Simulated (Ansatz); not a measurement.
Reactions of CH6NOSbSi (`C=[N][SbH][SiH2]O`).

Calculated with Ansatz (gas phase, PBE0-D4/def2-TZVP geometries, no zero-point term in ΔE). CCSD(T)/CBS adds triple-zeta CCSD(T) − MP2 to the extrapolated MP2 energy (def2 sets, frozen cores). This one scheme is used for every species. DFT in def2-TZVPP. Elements past krypton have def2 core potentials. For As, Sb, Zn outer-core shells are correlated without core-valence functions, which leaves a few kJ/mol of doubt a bond. Scalar relativity is left out up to krypton. One conformer a species, not always the lowest.

```tsv
reaction	ωB97M-V (kJ/mol)	CCSD(T)/CBS(def2) (kJ/mol)
`C=[N][SbH][SiH2]O` + `C[SiH](N)O` → `C[SiH](O)N[SiH2]O` + `C=[N][SbH2]`	-66	-59
`C=[N][SbH][SiH2]O` + `[NH2][ZnH]` → `O[SiH2][NH][ZnH]` + `C=[N][SbH2]`	-75	-70
`C=[N][SbH][SiH2]O` + `SS` → `O[SiH2]SS` + `C=[N][SbH2]`	-54	-49
`C=[N][SbH][SiH2]O` + `S[SiH2]Cl` → `O[SiH2]S[SiH2]Cl` + `C=[N][SbH2]`	-62	-56
`C=[N][SbH][SiH2]O` + `OC=S` → `O[SiH2]OC=S` + `C=[N][SbH2]`	-86	-82
`C=[N][SbH][SiH2]O` + `[AsH3]` → `O[SiH2][AsH2]` + `C=[N][SbH2]`	-8	-5
```

Largest T1 diagnostic: 0.018, for `OC=S`.
